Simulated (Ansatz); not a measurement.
Li5Al5⁺. The state is a doublet with charge 1. Geometry PBE0-D4/def2-SVP.

```csv
atom,x (Å),y (Å),z (Å)
Li1,3.232,1.509,0.395
Li2,-2.494,0.198,-3.327
Li3,-0.359,1.787,3.095
Li4,0.491,-2.161,-2.402
Li5,-2.617,-1.953,-0.048
Al6,1.514,-0.620,-0.424
Al7,1.701,0.323,2.235
Al8,-0.893,-0.428,1.378
Al9,-0.942,-0.207,-1.230
Al10,0.367,1.551,0.329
```

At HF/STO-3G the charge 1 doublet is spin-contaminated (final ⟨S²⟩ up to 1.29, 0.75 for a pure state). Another isomer (doublet) lies 1.46 eV lower at PBE0-D4/def2-TZVP; other spin states weren't run for this one.

(1) Estimate the α-spin orbital energies around the gap (eV) in Ansatz with HF/STO-3G, LDA (SPW92)/def2-TZVP, PBE-D4/def2-SVP, r2SCAN-D4/def2-TZVP, PBE0-D4/def2-TZVP.

Answers

(1) 
```csv
orbital,HF/STO-3G,LDA (SPW92)/def2-TZVP,PBE-D4/def2-SVP,r2SCAN-D4/def2-TZVP,PBE0-D4/def2-TZVP
HOMO−5,-10.78,-8.74,-8.66,-8.72,-9.50
HOMO−4,-8.67,-7.49,-7.46,-7.48,-8.07
HOMO−3,-7.86,-7.25,-7.20,-7.23,-7.81
HOMO−2,-6.95,-6.79,-6.74,-6.72,-7.23
HOMO−1,-6.20,-6.53,-6.53,-6.69,-7.12
HOMO,-5.98,-6.51,-6.48,-6.44,-7.02
LUMO,-0.95,-5.93,-5.83,-5.69,-5.18
LUMO+1,-0.57,-5.16,-5.09,-4.91,-4.53
LUMO+2,-0.26,-4.93,-4.82,-4.63,-4.31
LUMO+3,-0.09,-4.66,-4.59,-4.15,-4.08
LUMO+4,-0.01,-4.45,-4.34,-3.98,-3.81
LUMO+5,0.39,-4.31,-4.22,-3.74,-3.70
β HOMO,-5.97,-6.49,-6.46,-6.41,-6.99
β LUMO,-0.77,-6.16,-6.00,-5.69,-5.29
```
